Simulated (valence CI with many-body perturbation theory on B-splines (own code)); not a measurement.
# Which ion has this spectrum?

A relativistic CI+MBPT calculation for an atom or ion with 23 electrons gives these levels (eV):

```
   J  Parity       E     g
 5/2    even   0.000  1.89
 5/2    even  10.572  1.07
 7/2    even  15.105  1.10
 3/2    even  15.596  1.36
11/2    even  15.764  1.20
 5/2    even  16.751  1.07
 9/2    even  16.958  1.16
 1/2    even  18.123  1.90
 7/2    even  20.999  1.27
 5/2    even  21.858  1.25
11/2    even  23.829  1.01
 7/2    even  24.341  1.13
 1/2    even  24.478  0.69
 3/2    even  24.834  1.19
```

The energies are calculated, and their last digits are not significant.

Task: Which is it?
A. Te29+
B. In26+
C. Sb28+
D. Cd25+

Result: B. In26+, ground level (3d3/2^3 3d5/2^2) J=5/2 [a].
